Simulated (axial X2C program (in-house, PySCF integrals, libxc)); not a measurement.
## Spin–orbit effects down a group: molecules with Li (ions), HF

Calculated with an in-house all-electron X2C program for linear molecules (integrals from PySCF), spin-free (one-electron X2C) or two-component (2c: spin–orbit coupling with atomic mean-field Coulomb and Gaunt terms, which also bring small scalar terms), in Dyall basis sets with cores contracted in-house; open shells are unrestricted.

Basis sets: As dyall-acv3z, Li dyall-av3z, N dyall-av3z, P dyall-av3z, Sb dyall-acv3z.

```
molecule   spin-free state  Re (Å)  ωe (cm⁻¹)  De (eV)  2c state  Re 2c (Å)  ωe 2c (cm⁻¹)  De 2c (eV)
    LiN⁻  M_S = 3/2, Λ = 0   1.913      607.7     0.61   Ω = 3/2      1.913         607.6        0.61
    LiP⁻  M_S = 3/2, Λ = 0   2.455      398.2      n/a   Ω = 3/2      2.455         398.1         n/a
   LiAs⁻  M_S = 3/2, Λ = 0   2.558      351.1      n/a   Ω = 3/2      2.557         350.4         n/a
   LiSb⁻  M_S = 1/2, Λ = 1   2.805      261.2     0.72   Ω = 3/2      2.800         264.9         n/a
```

Problem. Work out the shifts from the spin-free to the two-component result.

Solution. 

```
molecule  2c state  ΔRe (Å)  Δωe (cm⁻¹)  ΔDe (eV)
    LiN⁻   Ω = 3/2    0.000        -0.1      0.00
    LiP⁻   Ω = 3/2    0.000        -0.1       n/a
   LiAs⁻   Ω = 3/2   -0.001        -0.7       n/a
   LiSb⁻   Ω = 3/2   -0.005         3.7       n/a
```

Shifts of one unit in the last digit are rounding.

Fragments in 2c: N + Li-, P + Li-, As + Li-, Sb- + Li. Each entry is the lowest single determinant of a limited PBE0 search at one distance. De goes to single-determinant-based atoms at the same level (for ions the charge split of lowest energy) and is withheld (n/a) where an atom does not fit its ground term or J level. Main or longest-lived isotopes. One determinant is a doubtful description, or other states lie close, for LiN⁻, LiP⁻, LiAs⁻, LiSb⁻; these need not be ground states, and all values refer to the states named. With several unpaired electrons the Ω given is that of one determinant, not necessarily of the lowest component.
